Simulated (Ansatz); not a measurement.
Ideal-gas functions of `[Cl][SnH]([Cl])[Cl]` at 500 K and 1 bar, from an Ansatz frequency run at PBE0-D4/def2-TZVP.

Molar mass 226.08 g/mol, point group C3v (symmetry number 3), electronic degeneracy 1, moments of inertia 287.758, 287.764, 487.333 u Å². Harmonic wavenumbers (cm⁻¹, unscaled): 109, 109, 131, 380, 393, 393, 555, 555, 2002.

Use S(trans) = R[1.5 ln M + 2.5 ln T − 1.1517]; rotational temperatures θ = 24.2544 K / I; S(rot) = R[ln(√π/σ · √(T³/θAθBθC)) + 1.5]; for each mode x = 1.438777 ν̃/T, S = R[x/(eˣ − 1) − ln(1 − e⁻ˣ)] and H = RT x/(eˣ − 1); 1 cm⁻¹ = 0.0119627 kJ/mol; R = 8.31446 J/(mol·K).

Q: By hand: the entropy, in J/(mol·K).

A: Translation 187.2. Rotation: θ = 0.0843, 0.0843, 0.0498 K, giving 118.6. Vibration, mode by mode: 17.99, 17.99, 16.48, 7.97, 7.72, 7.72, 5.25, 5.25, 0.18, in all 86.6. Electronic 0.0. Sum 392.4 J/(mol·K).

Q: By hand: H − E and G − E in kJ/mol, counted from the electronic energy.

A: Zero-point energy ½ × 4627 × 0.0119627 = 27.7; thermal vibration 20.7; translation, rotation and pV give 4 RT = 16.6. H − E = 65.0 kJ/mol, and G − E = 65.0 − 500 × 392.4/1000 = -131.2 kJ/mol.

Vibration gives 22 % of the entropy, 52.5 J/(mol·K) of it from the modes under 150 cm⁻¹: soft modes count most, and the harmonic formula is weakest for them.
